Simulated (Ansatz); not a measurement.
Ligand exchange: Ta(CH3)(OH)2O + GaH2(OH) → Ta(OH)3O + GaH2(CH3)

Gas-phase species: Ta(CH3)(OH)2O, singlet; GaH2(OH), singlet; Ta(OH)3O, singlet; GaH2(CH3), singlet. The partners trade CH3 for OH: Ta–CH3 and Ga–OH bonds give way to Ta–OH and Ga–CH3.

Shapes, held fixed at every level: PBE0-D4/def2-TZVP. Flexible molecules stand in one conformer, not always the lowest. Programs: Ansatz 0.2.0. Electronic energies: no zero-point or thermal term.

| level | kind | ΔE (kJ/mol) | less CCSD(T)/def2-TZVPP |
| --- | --- | --- | --- |
| HF/def2-TZVPP | Hartree–Fock | -29.0 | -11.4 |
| B3LYP-D4/def2-TZVPP | global hybrid | -23.8 | -6.2 |
| PBE0-D4/def2-TZVPP | global hybrid | -24.0 | -6.4 |
| wB97X-V/def2-TZVPP | range-separated hybrid | -25.0 | -7.4 |
| MP2/def2-TZVPP | perturbation theory | -19.6 | -2.0 |
| CCSD(T)/def2-SVP | coupled cluster or CI | -16.0 | +1.6 |
| CCSD(T)/def2-TZVPP | coupled cluster or CI | -17.6 | 0.0 |

The highest level, CCSD(T)/def2-TZVPP, gives ΔE = -17.6 kJ/mol; the levels span -29.0 to -16.0. The column of differences is taken from that level and isn't an error. No measured value is set beside it here. For atoms past krypton def2 sets carry core potentials with scalar relativity. Relativity is left out for Ga. Outer-core shells of Ga, Ta are correlated, in sets that cover them unevenly.
